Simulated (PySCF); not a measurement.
# AuC: from constants to spectrum

ROHF-CCSD(T) constants of AuC, ²Π (doublet), unpaired electrons π ↑ (PySCF, scalar-relativistic core potentials, basis sets Au def2-TZVPP with ECP60, C def2-TZVPP; masses 196.9666 and 12.0000 u):

- ωe: 707.5 cm⁻¹
- ωexe: 4.47 cm⁻¹
- Be: 0.43194 cm⁻¹
- αe: 0.00359 cm⁻¹
- D (centrifugal): 6.44e-07 cm⁻¹
- De to Au (5d10 6s1) + C: 2.82 eV

**Question.** Give the vibrational terms G(v) and spacings up to v = 6.

**Answer.** G(v) = ωe(v+½) − ωexe(v+½)².

```csv
v,G(v) (cm⁻¹),G(v) − G(v−1),Bv (cm⁻¹)
0,352.6,,0.4301
1,1051.2,698.6,0.4266
2,1740.8,689.6,0.4230
3,2421.5,680.7,0.4194
4,3093.2,671.7,0.4158
5,3756.0,662.8,0.4122
6,4409.9,653.9,0.4086
```

**Question.** How well does the Morse estimate ωe²/(4ωexe) reproduce De, and what is D0?

**Answer.** It gives 3.47 eV, 123 % of the computed De. D0 = De − G(0) = 2.82 − 0.04 = 2.78 eV.

Correlated steps freeze 1 core orbital. These are scalar-relativistic numbers at best; spin–orbit coupling would shift them, the dissociation energy most. The state is the lowest single determinant that the PBE0 search found; with open d or f shells the true ground state can be another one.
